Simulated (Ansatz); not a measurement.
Breaking a bond: HCl (cation, charge +1), doublet.

- ROHF/cc-pVDZ (Ansatz, an electronic-structure program)
- ROMP2 = MP2 on ROHF/cc-pVDZ, frozen core run with Ansatz
- UHF/cc-pVDZ (Ansatz)
- UMP2 = MP2 on UHF/cc-pVDZ, frozen core run with Ansatz
- UKS-PBE = unrestricted PBE/cc-pVDZ (Ansatz)
- UKS-CAM-B3LYP = unrestricted CAM-B3LYP/cc-pVDZ in Ansatz
- FCI = Ansatz with full CI/cc-pVDZ, frozen core

All curves are set to zero at 1.32 Å and compared with full CI in the same basis at 1.32, 1.36, 1.41, 1.48, 1.54, 1.63, 1.81, 2.01, 2.15, 2.35, 2.62, 2.88, 3.22, 3.57, 3.97, 4.61, 5.25 Å.

**Question.** Order the methods by the spread of their error (largest minus smallest) over these points.

**Answer.** UKS-CAM-B3LYP has the smallest spread and UKS-PBE the largest. In order (kJ/mol): UKS-CAM-B3LYP 43.32, UMP2 43.66, ROHF 79.87, ROMP2 95.57, UHF 103.60, UKS-PBE 126.96.

Errors against full CI at some of the points (kJ/mol):

```
method         1.63 Å  2.01 Å  2.62 Å  3.22 Å  5.25 Å
-------------  ------  ------  ------  ------  ------
UKS-CAM-B3LYP    -5.6    -7.9   -27.9   -42.7   -40.7
UMP2              5.1    31.5    23.9     2.7    -7.3
ROHF             13.2    29.5    45.1    55.3    79.9
ROMP2             5.3    13.9    28.9    49.1    95.6
UHF              12.6    14.3   -36.2   -71.5   -85.3
UKS-PBE         -14.0   -26.8   -61.4   -94.8  -127.0
```

The T1 diagnostic of CCSD on the restricted reference of ROMP2 exceeds 0.045 at 2.35 to 5.25 Å. The unrestricted determinant behind UHF, UMP2 is spin-contaminated at 2.01 to 5.25 Å (<S²> up to 1.8, against 0.75 for a pure doublet). The unrestricted determinant behind UKS-PBE is spin-contaminated at 2.35 to 5.25 Å (<S²> up to 1.3, against 0.75 for a pure doublet). The unrestricted determinant behind UKS-CAM-B3LYP is spin-contaminated at 2.15 to 5.25 Å (<S²> up to 1.3, against 0.75 for a pure doublet).
